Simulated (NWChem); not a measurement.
A series in which one site is exchanged, each optimised at PBE0/def2-SVP with NWChem, gas phase unless a solvent is named. This build's default masses of Se (78.918 u) and Br (79.917 u) are each other's, which moves their modes by up to 0.6 %.

A: [Cl][ZnH] (ZnHCl; site = Cl)
B: [F][ZnH] (ZnHF; site = F)
C: [ZnH][Br] (ZnHBr; site = Br)
D: [ZnH2] (ZnH₂; site = H)

Question: Rank them by lowest singlet excitation, PBE/def2-SVPD, TDA (eV), lowest first.

Answer: D (5.53), C (5.73), A (6.21), B (6.97)
